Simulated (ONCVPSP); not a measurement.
# O: ONCV pseudisation with revPBE, scalar-relativistic reference atom.

ONCVPSP 4.0.1 input, shortened (lines: element, Z, core and valence counts, functional; n l f; lmax; l rc ep ncon nbas qcut; lloc lpopt rc5 dvloc0; l nproj debl; icmod fcfact rcfact), revPBE, scalar-relativistic:

```
  O 8.00    1    2  -102130      upf
    1    0    2.00
    2    0    2.00
    2    1    4.00
    2
    0    0.65    0.00    5    8   12.40
    1    1.55    0.00    4    8    7.50
    2    1.25    0.02    4    7    8.70
    4    5    0.55    0.00
    0    2    3.70
    1    1    3.70
    2    2    3.70
    3    5.25    1.80
```

Poles of the logarithmic derivatives, all-electron (AE) and pseudo (PS). s: poles at no energy (AE) and no energy (PS) Ha. p: poles at 0.4 (AE) and 0.4 (PS) Ha. d: poles at no energy (AE) and no energy (PS) Ha. Test radii: s 0.66, p 1.57, d 1.27 bohr.

- Cutoffs needed: 291 Ha and 383 Ha (the cutoffs (Ha) at which the residual kinetic energy of the hardest occupied pseudo-wave falls to 1 and 0.1 mHa per electron)
- Ghost test: ghosts flagged at negative energy: s at -405.1 eV, d at -3934.6 eV; GHOST(+) flagged for d at 246.3 eV; a true bound ghost makes a file unfit for plane-wave use
- Largest excitation error: +3157 meV (all-electron minus pseudo) for 2s2 2p0, out of 4 test configurations
- rms error of d²Exc/dni dnj: 1.23 mHa without and 2.24 mHa with the model core
